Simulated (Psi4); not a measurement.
Pair of molecules, SMILES C#C with SMILES CO (the first has 4 atoms); geometry from B3LYP-D3(BJ)/def2-TZVP.
(charge 0, multiplicity 1):
```xyz
10

C      0.34100     0.38004     0.13680
C     -0.40150    -0.53759     0.33835
H      0.99741     1.19485    -0.05179
H     -1.05680    -1.35444     0.52285
C      0.01969     0.28764     4.05546
O      0.78028    -0.69646     3.37440
H      0.44520     1.29156     3.94246
H      0.03254     0.02796     5.11355
H     -1.02289     0.31215     3.71842
H      0.74396    -0.50689     2.42905
```

Computed with SAPT0/jun-cc-pV(D+d)Z in Psi4.

Q: Give the four SAPT terms and the total, and say what mostly holds the pair together.

A: electrostatics -18.1, exchange 21.2, induction -5.2, dispersion -7.5, total -9.6 kJ/mol; the largest attraction is electrostatics.
